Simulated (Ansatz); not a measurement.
System: H2GeOBr, charge 0, doublet. H2GeOBr (SMILES [O][GeH2][Br], doublet).
B3LYP-D3(BJ)/def2-TZVP minimum from Ansatz (a program for electronic structure):
```xyz
5

Ge    -0.0812    -0.6590     0.7299
Br     0.4446     0.9593    -0.8471
O     -1.7171    -1.3331     0.4512
H      0.8972    -1.8287     0.5693
H     -0.1211     0.0049     2.1115
```
Charge 0, spin multiplicity 2.

Total energies in cc-pVDZ, 19 correlated electrons, 29 frozen orbitals. UHF or UKS for unpaired electrons; spin-orbit terms are left out. Cores are frozen in correlated methods (noble-gas shells, and filled d and f shells in the p block). No relativity. Spin-orbit terms, left out, reach several kcal/mol for Br and I, and more for heavier atoms.

```json
[
 {"method": "HF", "program": "Ansatz", "energy (Eh)": "-4723.75939", "minus CCSDT(Q) (mEh)": "393.83"},
 {"method": "MP2", "program": "Ansatz", "energy (Eh)": "-4724.10542", "minus CCSDT(Q) (mEh)": "47.81"},
 {"method": "CCSD", "program": "Ansatz", "energy (Eh)": "-4724.14325", "minus CCSDT(Q) (mEh)": "9.98"},
 {"method": "CCSD(T)", "program": "Ansatz", "energy (Eh)": "-4724.15130", "minus CCSDT(Q) (mEh)": "1.92"},
 {"method": "CCSDT(Q)", "program": "Ansatz", "energy (Eh)": "-4724.15322", "minus CCSDT(Q) (mEh)": "0.00"}
]
```

Rough core times of Ansatz's runs on a shared machine: CCSD(T) 70 s, CCSDT(Q) 7 min.
